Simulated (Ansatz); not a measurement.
H₄Se₃Sn (`[SeH][SnH]([SeH])[SeH]`), 8 atoms. The species carries charge 0 and has multiplicity 1. Correlated methods include outer-core shells of Se, Sn, which these sets cover unevenly. Scalar relativity is left out up to krypton. Sn takes the def2 core potential. All runs use 4 threads of an Arm Neoverse V2 on a shared host. Correlated methods freeze the cores.

(1) Give the basis size and wall time and peak host memory of each of these runs in Ansatz. RHF-MP2/def2-QZVPP energy; RKS PBE0-D4/def2-TZVPP energy; RKS PBE0-D4/def2-TZVP frequencies; RKS PBE0-D4/def2-SVP energy; RHF-MP2/def2-TZVPP energy; RHF-CCSD(T)/def2-SVP energy; RKS PBE-QIDH (frozen core)/def2-TZVPP energy; RKS BLYP-D4/def2-TZVPP energy; RKS ωB97M-V/def2-QZVPP energy; RKS PBE0-D4/def2-QZVPP energy; RKS PBE0-D4/def2-TZVP relaxation (37 steps); RKS r2SCAN-D4/def2-TZVPP energy and forces. (Estimate.)

Answers

(1) The calculation gave: Other jobs shared the machine, so times are rough.

```
                                level                    job  functions  wall time  peak host memory (GiB)
                 RKS PBE0-D4/def2-SVP                 energy        142      2.9 s                    0.49
               RKS BLYP-D4/def2-TZVPP                 energy        250      3.9 s                    0.42
               RKS PBE0-D4/def2-TZVPP                 energy        250        7 s                     1.3
                   RHF-MP2/def2-TZVPP                 energy        250        8 s                    0.85
             RKS r2SCAN-D4/def2-TZVPP      energy and forces        250        8 s                    0.46
RKS PBE-QIDH (frozen core)/def2-TZVPP                 energy        250       12 s                    0.89
               RKS PBE0-D4/def2-QZVPP                 energy        469       20 s                       3
                 RHF-CCSD(T)/def2-SVP                 energy        142       35 s                     1.1
               RKS ωB97M-V/def2-QZVPP                 energy        469       40 s                     3.4
                   RHF-MP2/def2-QZVPP                 energy        469       40 s                     3.1
                RKS PBE0-D4/def2-TZVP  relaxation (37 steps)        218    4.7 min                    0.97
                RKS PBE0-D4/def2-TZVP            frequencies        218    4.9 min                    0.97
```
